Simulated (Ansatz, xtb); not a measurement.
**C6H4N2O2: 3 structures ranked**

3 gas-phase structures of C6H4N2O2, from a drawn sample of its isomers (lower ones may exist). Each was relaxed with GFN2-xTB; where two conformers were screened, the lower at r2SCAN-D4/def2-SVP is listed:

A. `O=Cc1ccnc(C=O)n1`, a singlet
B. `O=Cc1cnc(C=O)nc1`, a singlet
C. `O=Cc1cc(C=O)ncn1`, a singlet

Problem. Which do you expect lowest at r2SCAN-D4/def2-SVP, and how would the others follow?

Solution. Calculated order at r2SCAN-D4/def2-SVP: C (0.0), A (2.5), B (3.6) kcal/mol.

Energies above the lowest of each column, in kcal/mol; the last columns are at PBE0-D3(BJ)/def2-SVP geometries:

| structure | GFN2-xTB | HF/STO-3G | r2SCAN-D4/def2-SVP | PBE0-D3(BJ)/def2-SVP | CCSD(T)/def2-SVP + ΔMP2/def2-TZVPP |
| --- | --- | --- | --- | --- | --- |
| C | 0.0 | 0.0 | 0.0 | 0.0 | 0.0 |
| A | 2.4 | 1.1 | 2.5 | 2.6 | 2.4 |
| B | 2.1 | 2.3 | 3.6 | 3.6 | 3.8 |

Every level run on C puts it lowest or level with the lowest. Some further structures that were screened fall inside this span and aren't listed. Flexible structures stand in one conformer each, not always the lowest. ΔMP2 is the change of the MP2 energy from the smaller to the larger basis.

Programs: Ansatz 0.2.0, xtb 6.7.1.
